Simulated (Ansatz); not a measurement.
`[OH][SnH][OH]` radical, relaxed with UKS PBE0-D4/def2-TZVP in Ansatz from a PBE-D4/def2-SVP geometry. The force threshold is 0.005 eV/Å; the program also tests the step.

The species carries charge 0 and has multiplicity 2. Sn takes the def2 core potential.

Start:

```xyz
6

O     0.704    1.287   -0.358
Sn   -0.288   -0.476   -0.604
O    -1.009   -0.738    1.265
H     1.015    1.632   -1.217
H     0.869   -1.830   -0.719
H    -1.291    0.124    1.632
```

Task: How much energy does the relaxation release, and in how many steps? (Best estimate.)

Result: The calculation gave: 8.38 kJ/mol, in 5 steps.

Task: Which bonds change most? (Best estimate.)

Result: The calculation gave: O1–Sn2 from 2.037 to 1.978 Å; Sn2–O3 from 2.020 to 1.963 Å; Sn2–H5 from 1.785 to 1.748 Å; O1–H4 from 0.978 to 0.960 Å.

Task: Give the relaxed structure. (Estimate.)

Result: Computed: 
```xyz
6

O     0.658    1.233   -0.359
Sn   -0.275   -0.497   -0.586
O    -1.031   -0.702    1.214
H     0.995    1.621   -1.170
H     0.878   -1.803   -0.722
H    -1.225    0.148    1.622
```
